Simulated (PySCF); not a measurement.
C3H8SSe, SMILES CSCC[SeH], GFN2-xTB optimised geometry. Atoms within 1.6 Å of the plane z = 0.0 Å (x, y, z in Å): C1 (1.66, -1.59, 0.00), S2 (-0.16, -1.59, 0.00), C3 (-0.48, 0.21, 0.00), C4 (-0.27, 0.80, -1.37), Se5 (-0.63, 2.75, -1.40), H6 (2.03, -1.18, -0.93), H7 (1.96, -2.62, 0.09), H8 (2.02, -1.01, 0.85), H9 (-1.52, 0.31, 0.32), H10 (0.17, 0.67, 0.74), H13 (-2.03, 2.62, -1.06).

Calculation: B3LYP/def2-TZVP run with PySCF 2.14.0. Cells within 0.4 Å of a nucleus heavier than hydrogen are left out (blank, or x).

Map of the deformation density (molecule minus spherical neutral atoms) (e/bohr³) on the plane z = 0.0 Å:

```
|1111111111111111111111111111111|
|1111111111111111111111111111111|
|1111111111111111111111111111111|
|1111111111111111111111111111111|
|1111111111111111111111111111111|
|1111111111111222111111111111111|
|1111111111111222111111111111111|
|1111111111111222111111111111111|
|1111111111111111111111111111111|
|1111111111111111111111111111111|
|1111111111111111111111111111111|
|1111111111111001111111111111111|
|1111111111111001111111111111111|
|1111111111233023111111111111111|
|1111111111378xx3111111111111111|
|1111111111255xx1101111111111111|
|1111111111112343101111111111111|
|1111111111111353101011111111111|
|1111111111100131011022111111111|
|11111111111000xx1343x3111111111|
|11111111111101xx245xxx001111111|
|1111111111111320022386211111111|
|1111111111112220011389311111111|
|1111111111111111011248211111111|
|1111111111111111111111011111111|
|1111111111111111111111111111111|
|1111111111111111111111111111111|
|1111111111111111111111111111111|
|1111111111111111111111111111111|
|1111111111111111111111111111111|
|1111111111111111111111111111111|
```
Scale: ten equal steps from -0.021 (start of '0') to 0.096 (end of '9'), in the order '0123456789'; x runs from -5.00 to 5.00, y from -5.00 (bottom) to 5.00 (top).
